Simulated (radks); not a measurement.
Results of a calculation; reference values are marked as such.
Task: Nd+, configuration [Xe] 4f4 6s1. Level of theory: scalar-relativistic Kohn-Sham, PBEsol, spin-unpolarised, spherical densities, finite nucleus; Fermi nuclear charge, rms radius 4.9123 fm; hard spherical wall at 4 bohr (a radial shooting solver on a logarithmic mesh with Libxc functionals). Some entries of the table are withheld. Estimate them.

orbital,occ.,eigenvalue (hartree),<r> (bohr),<1/r> (bohr^-1)
1s,2,-1594.142,0.02364,66.02
2s,2,-257.8689,0.1010,15.25
2p,6,-230.5715,0.08881,14.38
3s,2,-55.94581,0.2665,5.559
3p,6,-47.33537,0.2646,5.254
3d,10,-35.37689,0.2418,4.987
4s,2,-11.13166,0.6076,2.327
4p,6,-8.31187,0.6436,2.143
4d,10,-4.30384,0.7082,1.871
5s,2,-1.54280,1.480,0.8918
5p,6,-0.87240,(1),0.7581
4f,4,-0.09569,1.069,1.254
5d,0,-0.03478,2.130,0.5786
6s,1,0.21566,2.477,0.5413
6p,0,0.58057,2.465,(2)
7s,0,2.19145,2.392,0.6311

Result: 
(1) 5p <r> (bohr): 1.705
(2) 6p <1/r> (bohr^-1): 0.5642
